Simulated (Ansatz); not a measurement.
System: CHO, charge 1, multiplicity 1. It need not be the lowest isomer of its formula. 
Coordinates optimised at B3LYP-D3(BJ)/def2-TZVP (Ansatz, an electronic-structure program):
```
O
C 1 1.1538
H 1 0.9970 2 180.00
```
Charge +1, spin multiplicity 1.

Wanted: vertical electron affinity (to the doublet state of charge +0; a negative value means that the extra electron is unbound and the number depends on the basis; each state is the SCF solution reached for its spin), in eV. Correlated levels leave the core frozen unless marked. UHF or UKS for open shells. No spin-orbit coupling. No relativistic terms. Basis-set limits of correlation are two-point, X^-3; Hartree-Fock from the larger set.

```csv
level,program,vertical electron affinity (eV)
wB97X-V/def2-TZVPD,Ansatz,6.49
```

**Question.** Estimate the value at CCSD(T)/CBS(aug-cc-pVTZ,aug-cc-pVQZ) as computed with Ansatz.

**Answer.** 6.34 eV
